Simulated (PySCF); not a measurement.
Ga(H)2(OSiMe3), C3H11GaOSi, SMILES [GaH2][O][Si](C)(C)C at its GFN2-xTB optimised geometry (Å):

```
17

Ga     1.1486    -1.9810     0.0000
H      2.6979    -1.9810     0.0000
H      0.2641    -3.2529    -0.0035
O      0.3522    -0.4560     0.0000
Si    -0.4159     1.0098     0.0248
C      0.7251     2.2680    -0.8427
C     -2.0673     0.8067    -0.9077
C     -0.6995     1.4687     1.8543
H      0.2702     3.2529    -0.8749
H      0.9362     1.9659    -1.8649
H      1.6766     2.3576    -0.3261
H     -1.9020     0.4889    -1.9335
H     -2.6197     1.7404    -0.9345
H     -2.6979     0.0604    -0.4328
H      0.2420     1.5376     2.3923
H     -1.3081     0.7216     2.3564
H     -1.2048     2.4247     1.9460
```

Computed with PySCF with PBE0/def2-SVP. Cells within 0.4 Å of a nucleus heavier than hydrogen are left out (blank, or x).

Map of the HOMO amplitude (bohr^(-3/2)) on the plane z = 0.0 Å; orbital energy -7.49 eV, overall sign arbitrary:

```
|444444444444444444444444444|
|444444444444444444444444444|
|444444444444444444444444444|
|444444444444445554444444444|
|444444444444455555544444444|
|444444444444445555554444444|
|444444444444444455554444444|
|444444444444444455555444444|
|444444445554333345554444444|
|444444445555333344444444444|
|444444455665x43444444444444|
|444444455665x44555444444444|
|444444445655456655544444444|
|444444445554348865544444444|
|4444444444442xx965444444444|
|44444444444320x655444444444|
|444444444444334444333444444|
|4444444444444455x4322344444|
|444444444444555xx5322344444|
|444444444455566544333444444|
|444444444455567654444444444|
|444444444455577655444444444|
|444444444455566555444444444|
|444444444455555555444444444|
|444444444445555554444444444|
|444444444444555544444444444|
|444444444444444444444444444|
```
Scale: ten equal steps from -0.228 (start of '0') to 0.238 (end of '9'), in the order '0123456789'; x runs from -5.50 to 5.50, y from -5.50 (bottom) to 5.50 (top).
